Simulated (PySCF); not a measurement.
Cobalt: a sound run and one with changed settings

Sound run: Co²⁺ [Ar] 3d7, Co³⁺ [Ar] 3d6. All numbers are calculated (PySCF 2.14, the spin-free X2C one-electron Hamiltonian (Gaussian nucleus), in jorge-DZP-DKH). In the sound run the correlated levels freeze [Ar]. The sound run starts from symmetry-adapted Hartree-Fock orbitals and uses a fine grid where one is needed.

Changed run: the non-relativistic Hamiltonian (point nucleus). This setting is unsound on purpose.

```csv
species,method,sound run (hartree),changed run (hartree),converged
Co²⁺,UHF,-1390.85400,-1377.94425,yes
Co²⁺,M06-L,-1392.06338,-1379.12221,yes
Co²⁺,BP86,-1392.33474,-1379.35811,yes
Co²⁺,MP2,-1390.96520,-1378.05385,yes
Co³⁺,UHF,-1389.69782,-1376.77713,yes
Co³⁺,M06-L,-1390.82715,-1377.87659,yes
Co³⁺,BP86,-1391.06414,-1378.07778,yes
Co³⁺,MP2,-1389.76049,-1376.83897,yes
```

Ionisation energy of Co²⁺:

| method | sound run (eV) | changed run (eV) |
| --- | --- | --- |
| UHF | 31.461 | 31.759 |
| M06-L | 33.640 | 33.895 |
| BP86 | 34.575 | 34.840 |
| MP2 | 32.782 | 33.059 |
| SCS-MP2 | 32.771 | 33.049 |

Most of the change in total energy is the relativistic energy itself. On top of that the contraction fixes the core shape for the Hamiltonian it was made with, so the changed run is not a good calculation with the other Hamiltonian either.

For comparison, NIST gives 33.5 ± 0.06 eV between the lowest levels.
